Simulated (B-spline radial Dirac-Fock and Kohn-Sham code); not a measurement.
# Relative photoemission cross sections at 1000 eV: 4s, 4p1/2, 4p3/2, Pm to Pb

The computed values come from a radial atomic solver: the independent-particle Dirac-Slater model, thresholds from Dirac-Fock. Cross sections are relative to C 1s, computed as 43.31 kb at this energy; β is from the dipole term. Free atoms in their tabulated ground configurations, whose changes along a row show as steps; without correlation, outer binding energies come out low.

```csv
Z,element,σ 4s,σ 4p1/2,σ 4p3/2,β 4p3/2,binding 4p3/2 (eV)
61,Pm,0.835,0.938,2.11,1.56,251.2
62,Sm,0.855,0.956,2.18,1.54,261.8
63,Eu,0.873,0.972,2.25,1.52,272.4
64,Gd,0.896,0.992,2.33,1.50,291.6
65,Tb,0.906,0.996,2.37,1.48,294.1
66,Dy,0.920,1.00,2.43,1.46,305.1
67,Ho,0.932,1.01,2.48,1.44,316.2
68,Er,0.942,1.01,2.54,1.42,327.5
69,Tm,0.951,1.01,2.59,1.39,338.9
70,Yb,0.958,1.01,2.63,1.36,350.4
71,Lu,0.968,1.01,2.70,1.33,371.3
72,Hf,0.977,1.01,2.76,1.30,392.9
73,Ta,0.985,1.01,2.82,1.26,415.1
74,W,0.993,1.00,2.89,1.22,438.0
75,Re,0.998,0.992,2.96,1.18,461.6
76,Os,1.00,0.982,3.02,1.13,485.9
80,Hg,1.00,0.913,3.28,0.91,588.7
81,Tl,0.998,0.890,3.34,0.84,622.3
82,Pb,0.989,0.865,3.40,0.76,656.8
```
